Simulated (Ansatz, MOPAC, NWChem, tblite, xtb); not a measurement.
How methods differ on As2 (SMILES [As]#[As])

As2, singlet, SMILES `[As]#[As]`. Each level relaxes the structure for itself.

Each level gives the harmonic wavenumber (cm⁻¹). The values are calculated.

| level | kind | program | value (cm⁻¹) |
| --- | --- | --- | --- |
| GFN1-xTB | semi-empirical | tblite | 506 |
| AM1 | semi-empirical | MOPAC | 375 |
| PM3 | semi-empirical | MOPAC | 379 |
| GFN2-xTB | semi-empirical | xtb | 503 |
| HF/STO-3G | Hartree–Fock | Ansatz | 586 |
| HF/3-21G | Hartree–Fock | NWChem | 451 |
| HF/6-31G* (Cartesian functions) | Hartree–Fock | Ansatz | 512 |
| HF/cc-pVTZ | Hartree–Fock | Ansatz | 512 |
| SVWN5/def2-TZVP | LDA | Ansatz | 449 |
| PBE/def2-SVP | GGA | Ansatz | 439 |

All-electron rows without a relativistic Hamiltonian named are non-relativistic. Harmonic and unscaled. The values span 375 to 586 cm⁻¹. Without the sets that lack polarisation functions the rows with a basis span only 439 to 512 cm⁻¹.
